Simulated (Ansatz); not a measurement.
Frontier orbitals of `COC(O)[SiH3]`.

Cartesian coordinates in Å:
```
C 1.6457 -1.0052 0.5470
O 0.4297 -0.8589 -0.1431
C -0.1674 0.3965 0.0123
O -0.6283 0.6365 1.3211
Si -1.6774 0.4446 -1.1502
H 2.0885 -1.9497 0.2321
H 1.4964 -1.0358 1.6325
H 2.3397 -0.1882 0.3017
H 0.5656 1.1754 -0.2661
H 0.0866 0.9879 1.8583
H -1.2337 0.1623 -2.5393
H -2.6683 -0.5682 -0.7126
H -2.2771 1.8027 -1.0936
```

The species carries charge 0 and has multiplicity 1. The structure was optimised at the PBE0-D4/def2-TZVP level. It is one conformer, not always the lowest. Basis def2-TZVPP, the Gaussian-basis code of Ansatz.

Orbital energies of one run (eV). Highest occupied ones, from the top: -6.35, -6.98, -7.14, -8.22, -8.27, -8.45, -9.44, -10.75, -11.23, -12.47, -13.06, -13.48, -15.71, -18.02. Empty: -0.36, 0.14, 0.53, 0.82, 1.20, 1.57.

Problem. Which functional gave them?
A. B97M-V
B. PBE
C. HSE06 (plane-wave form)
D. CAM-B3LYP

Solution. B. HOMO energies: PBE -6.35, CAM-B3LYP -9.40, HSE06 -7.52, B97M-V -6.87 eV.
